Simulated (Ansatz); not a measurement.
`C[BH][GeH2][SiH3]` + `C[CH2][GeH3]` → `C[CH2][GeH2][SiH3]` + `C[BH][GeH3]`  (redistribution)

Isolated molecules relaxed with PBE0-D4/def2-TZVP in Ansatz; ΔE leaves out vibrations. CCSD(T)/CBS is the MP2 limit (def2-TZVPP, def2-QZVPP) plus CCSD(T) − MP2 in def2-TZVPP, frozen cores. Functionals use def2-TZVPP. B3LYP here is the variant with VWN-RPA as its local correlation; programs differ in this. For Ge outer-core shells are correlated without core-valence functions, which leaves a few kJ/mol of doubt a bond. Scalar relativity is left out up to krypton. Each species was taken in one conformer, which may not be the lowest.

`C[BH][GeH2][SiH3]`:

Z-matrix (Å, degrees):
```
C
B 1 1.549
H 1 1.104 2 103.7
H 1 1.091 2 116.3 3 116.5
H 1 1.093 2 113.9 3 -113.7
Ge 2 2.055 1 122.8 3 -101.0
H 2 1.199 1 119.4 3 79.4
Si 6 2.390 2 107.1 1 -93.8
H 6 1.543 2 113.3 1 23.5
H 6 1.541 2 114.4 1 147.7
H 8 1.488 6 110.4 2 -60.9
H 8 1.487 6 111.0 2 178.6
H 8 1.488 6 110.0 2 58.5
```

`C[CH2][GeH3]`:

Cartesian coordinates in Å:
```
C -1.284 0.569 -0.332
C 0.197 0.716 -0.010
Ge 1.084 -1.001 0.320
H -1.827 0.090 0.487
H -1.752 1.541 -0.511
H -1.441 -0.039 -1.227
H 0.342 1.340 0.877
H 0.726 1.211 -0.829
H 0.963 -1.904 -0.923
H 0.416 -1.721 1.507
H 2.576 -0.800 0.641
```

`C[CH2][GeH2][SiH3]`:

Z-matrix (Å, degrees):
```
C
C 1 1.521
H 1 1.093 2 111.5
H 1 1.093 2 111.7 3 -120.0
H 1 1.094 2 111.4 3 120.0
Ge 2 1.967 1 113.1 3 59.3
H 2 1.093 1 110.9 3 -179.6
H 2 1.093 1 110.8 3 -61.4
Si 6 2.383 2 111.3 1 61.7
H 6 1.543 2 110.0 1 -176.9
H 6 1.544 2 109.1 1 -59.1
H 9 1.489 6 110.0 2 59.8
H 9 1.488 6 110.7 2 -59.6
H 9 1.487 6 111.1 2 179.9
```

`C[BH][GeH3]`:

Cartesian coordinates in Å:
```
C 1.193 -0.573 0.894
B 0.617 0.092 -0.379
Ge -1.385 0.540 -0.626
H 2.239 -0.332 1.101
H 1.187 -1.648 0.635
H 0.593 -0.478 1.800
H 1.347 0.321 -1.304
H -1.560 2.072 -0.708
H -2.281 0.041 0.526
H -1.950 -0.034 -1.941
```

(1) Is it downhill or uphill in electronic energy at CCSD(T)/CBS, and by how much? (Estimate.)

(2) What do these levels give: PBE-D4, r2SCAN-D4, PBE0-D4, B3LYP-D4, PBE, B3LYP, HF/def2-TZVPP, MP2/def2-TZVPP, SCS-MP2/def2-TZVPP, CCSD/def2-TZVPP, SCS-MP2/def2-QZVPP, HF/CBS(def2)? (Best estimate.)

Largest T1 diagnostic among the species: 0.012.

Answers

(1) The calculation gave: Uphill: ΔE = +8.1 kJ/mol.

(2) Ansatz gave: PBE-D4 8.0, r2SCAN-D4 8.7, PBE0-D4 7.7, B3LYP-D4 7.0, PBE 8.7, B3LYP 8.0, HF/def2-TZVPP 6.7, MP2/def2-TZVPP 8.8, SCS-MP2/def2-TZVPP 7.8, CCSD/def2-TZVPP 7.1, SCS-MP2/def2-QZVPP 8.2, HF/CBS(def2) 6.8 kJ/mol.
